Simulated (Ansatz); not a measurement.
`N[SiH](F)Br` + HCl → `N[SiH](F)Cl` + HBr at 700 K and 1 bar (ligand exchange at the Si–Br bond).

Gas-phase electronic energies from Ansatz, PBE0-D4/def2-TZVP geometries. CCSD(T)/CBS is the MP2 limit (def2-TZVPP, def2-QZVPP) plus CCSD(T) − MP2 in def2-TZVPP, frozen cores. This one scheme is used for every species. For Br outer-core shells are correlated without core-valence functions, which leaves a few kJ/mol of doubt a bond. Scalar relativity is left out up to krypton. One conformer a species, not always the lowest.

```csv
species,CCSD(T)/CBS energy (Eh),H − E (kJ/mol),S (J/(mol·K))
`N[SiH](F)Br`,-3018.85213,163.6,418.3
HCl,-460.38127,38.4,211.8
`N[SiH](F)Cl`,-905.31614,164.0,405.3
HBr,-2573.91920,36.5,223.7
```

H − E and S are ideal-gas, rigid-rotor, harmonic terms from PBE0-D4/def2-TZVP, for one conformer and one mirror image of each species. 1 Eh = 2625.50 kJ/mol, R = 8.31446 J/(mol·K).

Question: By hand: ΔE, ΔH, ΔS and ΔG.

Answer: ΔE = (-905.31614) + (-2573.91920) − (-3018.85213) − (-460.38127) = -0.00194 Eh = -5.1 kJ/mol. Δ(H − E) = 164.0 + 36.5 − 163.6 − 38.4 = -1.5, so ΔH = -6.6 kJ/mol. ΔS = 405.3 + 223.7 − 418.3 − 211.8 = -1.1 J/(mol·K). ΔG = -6.6 − 700 × (-1.1)/1000 = -5.8 kJ/mol.

Question: By hand: the equilibrium constant, and the temperature at which ΔG would vanish if ΔH and ΔS stayed fixed.

Answer: log₁₀ K = −ΔG/(RT ln 10) = 0.4. ΔG = 0 at ΔH/ΔS = 6000 K, far beyond where these terms or the molecules hold.

The number of gas molecules stays the same, so ΔS is small and ΔH decides. The sign of ΔG lies within the doubt. A doubt of 5 kJ/mol in ΔE shifts log₁₀ K by 0.4 here. Other conformers and mirror images would add mixing entropy, several J/(mol·K) or more a flexible species. These are equilibria of isolated gas molecules and say nothing of rates. Largest T1 diagnostic: 0.010 (customary marks: 0.02 for closed shells, 0.045 for open ones).
